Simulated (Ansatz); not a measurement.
Reaction (cleavage of the Sn–Ge bond): `[GeH3][SnH3]` + HCl → `[Cl][SnH3]` + GeH₄

Computed with Ansatz on PBE0-D4/def2-TZVP structures; ΔE is electronic, products minus reactants. CCSD(T)/CBS is the MP2 limit (def2-TZVPP, def2-QZVPP) plus CCSD(T) − MP2 in def2-TZVPP, frozen cores. This one scheme is used for every species. DFT in def2-TZVPP. B3LYP here is the variant with VWN-RPA as its local correlation; programs differ in this. Elements past krypton have def2 core potentials. For Ge, Sn outer-core shells are correlated without core-valence functions, which leaves a few kJ/mol of doubt a bond. Scalar relativity is left out up to krypton.

`[GeH3][SnH3]`:

```xyz
8

Ge    0.620   -0.799    0.849
Sn   -0.599    0.772   -0.820
H     1.918   -0.145    1.350
H     0.976   -2.131    0.169
H    -0.278   -1.094    2.061
H     0.409    1.120   -2.153
H    -2.027    0.036   -1.398
H    -1.017    2.242   -0.058
```

HCl:

Z-matrix (Å, degrees):
```
Cl
H 1 1.279
```

`[Cl][SnH3]`:

```xyz
5

Cl    1.560    0.509    1.388
Sn   -0.134   -0.044   -0.119
H    -0.762    1.432   -0.683
H    -1.273   -0.945    0.764
H     0.609   -0.952   -1.349
```

GeH₄:

```xyz
5

Ge    0.000    0.000    0.000
H    -0.692    1.053   -0.875
H     0.643    0.685    1.212
H     1.084   -0.713   -0.819
H    -1.035   -1.025    0.482
```

CCSD(T)/CBS gives -0.44 eV.

Q: Another level gave -0.33 eV. Which?
A. PBE/def2-TZVPP
B. PBE-QIDH/def2-TZVPP
C. B3LYP/def2-TZVPP
D. LDA (SPW92)/def2-TZVPP

A: D. LDA (SPW92) -0.33, PBE-QIDH -0.45, B3LYP -0.50, PBE -0.40 eV.

Largest T1 diagnostic among the species: 0.012.

In def2-TZVPP, CCSD(T) changes the Hartree–Fock value by +0.27 eV (the triples alone add +0.02 eV) and MP2 by +0.26 eV. Leaving LDA and LC-ωPBE aside and taking each functional with its dispersion term where it has one, the values, not all of them listed here, spread over 0.24 eV, from B97M-V to PBE-D4. LDA lies +0.08 eV from PBE without D4. From BLYP to BHLYP (50 % exact exchange), in def2-TZVPP and without D4, ΔE moves by −0.07 eV.
